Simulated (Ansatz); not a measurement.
Z-matrix (Å, degrees):
```
Si
O 1 1.646
Se 1 2.270 2 114.4
H 1 1.486 2 112.1 3 -116.7
H 1 1.478 2 104.7 3 120.9
H 2 0.959 1 117.0 3 52.8
C 3 1.907 1 99.3 2 68.2
C 7 1.325 3 127.6 1 -25.3
H 7 1.085 3 111.4 1 154.6
H 8 1.084 7 123.1 3 -1.6
H 8 1.085 7 119.7 3 178.7
```

Total charge 0; spin multiplicity 1.

**Question.** List the ωB97M-V/def2-TZVPP orbital energies in eV (Ansatz 0.2.0). (Estimate.)

**Answer.** The calculation gave: Occupied: -12368.04, -1807.97, -1588.33, -1423.10, -1423.06, -1423.03, -526.45, -282.50, -281.57, -217.78, -160.74, -160.61, -160.49, -148.92, -103.06, -103.03, -103.00, -60.63, -60.61, -60.50, -60.41, -60.40, -31.20, -24.95, -22.09, -19.03, -18.11, -15.87, -15.56, -14.25, -13.67, -13.25, -12.20, -11.45, -11.20, -10.34, -8.70. Lowest empty: 1.54, 2.02, 2.32, 2.64, 3.35, 3.43, 3.87, 4.31.
